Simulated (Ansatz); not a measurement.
Reactions of `O[SiH2]O[SiH2]` radical.

Program: Ansatz. Geometries: PBE0-D4/def2-TZVP. ΔE: electronic, gas phase. CCSD(T)/CBS adds triple-zeta CCSD(T) − MP2 to the extrapolated MP2 energy (def2 sets, frozen cores). This one scheme is used for every species, atoms too. DFT in def2-TZVPP. No spin–orbit coupling; open shells (•) take unrestricted orbitals. Spin–orbit coupling would lower the free atoms: a little for O, Si. One conformer a species, not always the lowest.

```json
{"reaction": "`O[SiH2]O[SiH2]`• → 5 H• + 2 O• + 2 Si•", "r2SCAN-D4 (kJ/mol)": "3118"}
{"reaction": "`O[SiH2]O[SiH2]`• → `O[SiH](O)[SiH2]`•", "r2SCAN-D4 (kJ/mol)": "85"}
{"reaction": "`O[SiH2]O[SiH2]`• → `O[Si](O)[SiH3]`•", "r2SCAN-D4 (kJ/mol)": "96"}
{"reaction": "`O[SiH2]O[SiH2]`• → `O[SiH][SiH2]O`•", "r2SCAN-D4 (kJ/mol)": "123"}
{"reaction": "`O[SiH2]O[SiH2]`• → `O[SiH]O[SiH3]`•", "r2SCAN-D4 (kJ/mol)": "7"}
```

(1) Give the CCSD(T)/CBS values in the same order. (Best estimate.)

Largest T1 diagnostic: 0.016, for `O[Si](O)[SiH3]`•.

Results:

(1) Computed: 3126, 91, 105, 129, 9 kJ/mol.
